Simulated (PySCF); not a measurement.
Species: C₄H₈FN₂PSi.
SMILES with atom numbers: `[CH3:1][SiH:2]([CH3:3])[n:4]1[cH:5][p:6][c:7]([F:8])[n:9]1`

NICS = −σ at a ghost point: NICS(0) at the centroid of the ring atoms, NICS(1) 1 Å to either side along the normal of their mean plane, zz for the tensor component along that normal. Level: GIAO PBE0/pcSseg-1 (PySCF, non-relativistic, gas phase) on the GFN2-xTB geometry, one conformer.

Ring bond lengths (Å), with Mayer bond orders in brackets: N4–C5 1.344 (1.23), C5–P6 1.719 (1.41), P6–C7 1.771 (1.20), C7–N9 1.301 (1.54), N9–N4 1.328 (1.13).

Problem. What do the NICS probes read (ppm)?

Solution. 
```tsv
ring	type	NICS(0)	NICS(1), two faces	NICS(1)zz, two faces	rms pucker (Å)	centre to ring atoms, mean (Å)
N4–C5–P6–C7–N9	5-membered ring with 2 N and P; formal bonds all aromatic	-12.9	-11.7 / -11.7	-26.9 / -26.9	0.00	1.26
```

Problem. What can be read from them?

Solution. 
- N4–C5–P6–C7–N9: mean NICS(1)zz -26.9 ppm, shielded.

Problem. How equal are the bonds by HOMA? HOMA = 1 − mean of α(R − Ropt)² over the ring bonds, with Krygowski's 1993 parameters (CN: Ropt 1.334 Å, α 93.52 Å⁻²; CP: Ropt 1.698 Å, α 118.91 Å⁻²; NN: Ropt 1.309 Å, α 130.33 Å⁻²).

Solution. 
- N4–C5–P6–C7–N9: HOMA 0.83; the largest term is that of P6–C7, α(R − Ropt)² = 0.63.

Problem. At the first NICS(1) probe listed for ring N4–C5–P6–C7–N9, 1 Å off the ring, how large is the induced field along the normal in 11.7 T applied along it?

Solution. NICSzz × B0 = -26.9 ppm × 11.7 T = -315 μT, against the applied field.

Problem. List the ring angles and the Hirshfeld charges of the ring atoms.

Solution. 
- N4–C5–P6–C7–N9: N4 114.9° (-0.045 e), C5 114.1° (-0.069 e), P6 84.1° (+0.008 e), C7 116.9° (+0.054 e), N9 110.1° (-0.144 e); sum 540.0° against 540° for a flat convex ring.

The run took about 1.9 min of CPU time (one thread, shared machine). This is the whole shielding run at PBE0/pcSseg-1, SCF included.

The values belong to the conformer `[CH3:1][SiH:2]([CH3:3])[n:4]1[cH:5][p:6][c:7]([F:8])[n:9]1`: C1–Si2–N4–C5 119°.
